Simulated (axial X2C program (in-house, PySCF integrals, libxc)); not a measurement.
SnN⁻: bond constants with and without spin–orbit coupling

Calculated with an in-house relativistic program for diatomic molecules. Spin-free means the one-electron spin-free X2C Hamiltonian; two-component (2c) means X2C with spin–orbit coupling and atomic mean-field two-electron Coulomb and Gaunt terms, so the difference of the two also holds small scalar two-electron terms. Basis: Sn dyall-acv3z [12s13p10d5f1g], N dyall-av3z [7s7p3d2f] (cores contracted in-house); Gaussian nuclei, density fitting, unrestricted open shells. Masses: Sn 119.902 u, N 14.003 u.

Input:
```json
{"zs": [50, 7], "q": -1, "bas": ["dyall-acv3z", "dyall-av3z"], "levels": ["PBE0", "HF", "B97-3"], "cc": true, "r0": 1.9, "thr": -1.0, "nmax": 90, "npts": 10, "nst": 2, "ntry": 6}
```
```bash
python so2c.py task.json out
```

Keys: zs atomic numbers; q charge; bas basis sets; levels methods; cc coupled cluster on or off; r0 starting distance in Å; thr threshold in hartree for freezing inner shells (an s shell follows its p shell); nmax most natural virtual spinors; npts points on the curve; nst determinants followed; ntry starts of the search. HF also brings MP2.

State, spin-free: M_S = 0, Λ = 0 (closed shell); electrons by block: σα: 13, σβ: 13, π+α: 6, π+β: 6, π-α: 6, π-β: 6, δ+α: 2, δ+β: 2, δ-α: 2, δ-β: 2. Fragments: Sn- + N.

State, 2c: Ω = 0 (closed shell); electrons by block: 1/2: 19, -1/2: 19, 3/2: 8, -3/2: 8, 5/2: 2, -5/2: 2. Fragments: Sn- + N.

| Hamiltonian | level | Re (Å) | ωe (cm⁻¹) | ωexe (cm⁻¹) | αe (cm⁻¹) | De (eV) | k (mdyn/Å) | μ (D) |
| --- | --- | --- | --- | --- | --- | --- | --- | --- |
| spin-free | PBE0 | 1.870 | 843.4 | 3.2 | 0.00212 | 3.42 | 5.25 | -4.88 |
| spin-free | HF | 1.839 | 945.3 | 2.9 | 0.00185 | -1.17 | 6.6 | -5.73 |
| spin-free | MP2 | 2.007 | 539.5 | 8.79 | 0.00464 | 4.77 | 2.15 | n/a |
| spin-free | CCSD | 1.899 | 807.0 | 3.41 | 0.00218 | 3.12 | 4.81 | n/a |
| spin-free | CCSD(T) | 1.924 | 748.0 | 3.97 | 0.00245 | 3.72 | 4.13 | n/a |
| spin-free | B97-3 | 1.877 | 835.5 | 3.23 | 0.00211 | 3.65 | 5.16 | -5.03 |
| 2c | PBE0 | 1.871 | 841.1 | 3.25 | 0.00213 | 3.40 | 5.23 | -4.88 |
| 2c | B97-3 | 1.878 | 833.1 | 3.28 | 0.00213 | 3.62 | 5.13 | -5.03 |

Correlated methods: 10 electrons correlated (number of frozen shells: Sn 4 s, 3 p, 2 d; N 1 s), 290 virtual spin orbitals or spinors in MP2, 88 natural virtuals in coupled cluster.

Dipoles are positive if N is the positive end and refer to the centre of mass.

Occupations by symmetry block were frozen at the best pattern of an incomplete PBE0 search. Closed shells are restricted here (equal orbitals for both partners); the stretched side of such a curve lies too high. De is counted from the lowest determinant-based energies of the atoms at the same level, without counterpoise correction. Coupled cluster ran in a truncated set of natural virtual spinors; the MP2 energy of the rest was added. (T) has no such correction and the atoms are truncated less, which lowers De at CCSD(T) by a hundredth of an eV or more. The functionals have no current-density term, which raises determinants with orbital currents, atoms included. The T1 diagnostic is large, a sign of multireference character. With the outer-core shells frozen, correlated bond lengths of heavy atoms tend to come out a few hundredths of an ångström too long. Hartree–Fock gets electron affinities wrong, so its lowest charge split need not be the true one.

No reliable constants came from CCSD (2c), CCSD(T) (2c), HF (2c), MP2 (2c): no minimum in range, unconverged points, a curve that is not smooth, a change of character along it, or the two Hamiltonians disagreeing along it.

Rough cost a point (2c) on 1 thread(s) of a shared host, integrals apart: PBE0 0.4 s, B97-3 0.4 s.

The whole task took 94 s on 1 thread of AMD EPYC 9R45 96-Core Processor (Zen 5) (shared host).
